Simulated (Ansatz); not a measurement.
This geometry of C2H3BF2 (8 atoms, charge 0, multiplicity 1) is a first-order saddle point.

The calculation used RKS PBE0-D4/def2-SVP (Ansatz).

```xyz
8
Properties=species:S:1:pos:R:3
C -0.372 0.836 0.885
C -0.318 -0.336 0.245
B 0.574 -0.609 -1.004
F 0.134 -0.417 -2.233
F 1.809 -1.063 -0.894
H -1.013 0.990 1.759
H 0.219 1.702 0.566
H -0.940 -1.160 0.620
```

Which two structures does it join? (They come from a converged band through this point; their orientation in space is the band's.)

No bond is made or broken. The dihedral C1–C2–B3–F4 goes from -180 to 0°. The two ends are copies of one structure, up to a mirror image or an exchange of like atoms.

Initial state:

```xyz
8
Properties=species:S:1:pos:R:3
C -0.090 0.511 1.144
C -0.503 -0.204 0.089
B 0.395 -0.391 -1.158
F -0.003 -1.093 -2.205
F 1.603 0.145 -1.228
H -0.710 0.655 2.035
H 0.898 0.985 1.155
H -1.497 -0.664 0.111
```

Final state:

```xyz
8
Properties=species:S:1:pos:R:3
C -0.095 0.522 1.140
C -0.500 -0.208 0.092
B 0.398 -0.398 -1.155
F 1.597 0.157 -1.235
F 0.009 -1.122 -2.190
H -0.715 0.668 2.030
H 0.887 1.006 1.144
H -1.489 -0.680 0.118
```

How far does it lie above each of them?

0.244 eV above the first and 0.244 eV above the second. This is the barrier of this one path; another mechanism may lie lower.

The run took 2.7 min on 1 thread of Arm Neoverse V2, on a shared host, peak memory 0.16 GiB.
